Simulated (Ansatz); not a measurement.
Mulliken charges of ClFH5NSi2, SMILES `F[SiH](Cl)N[SiH3]` from B3LYP/def2-TZVPP in Ansatz (PBE0-D4/def2-TZVP geometry).

```
atom   x (Å)   y (Å)   z (Å)  charge (e)
  F1  -1.264   0.122   2.207      -0.304
 Si2   0.148   0.145   1.475       0.684
 Cl3   1.261   1.541   2.463      -0.242
  N4   0.030   0.582  -0.159      -0.331
 Si5  -0.170  -0.469  -1.527       0.333
  H6   0.732  -1.196   1.618      -0.076
  H7   0.020   1.575  -0.348       0.121
  H8  -1.480  -0.252  -2.195      -0.063
  H9   0.905  -0.244  -2.527      -0.063
 H10  -0.099  -1.856  -1.006      -0.059
```

Question: By hand: the dipole of these point charges (1 e Å = 4.8032 D).

Answer: Σ q r = (0.103, -0.237, -0.522) e Å, of length 0.582 e Å = 2.80 D.

Question: How does the dipole of the full density compare? (An estimate is asked.)

Answer: Ansatz gave: (0.078, 0.017, -0.377) e Å, 1.85 D; the point charges give 1.51 times that, at 27° from its direction.

Point charges leave out the atoms' own dipoles, such as those of lone pairs, and Mulliken's split depends on the basis, so the two needn't agree.

B3LYP here is the variant with VWN-RPA as its local correlation; programs differ in this.
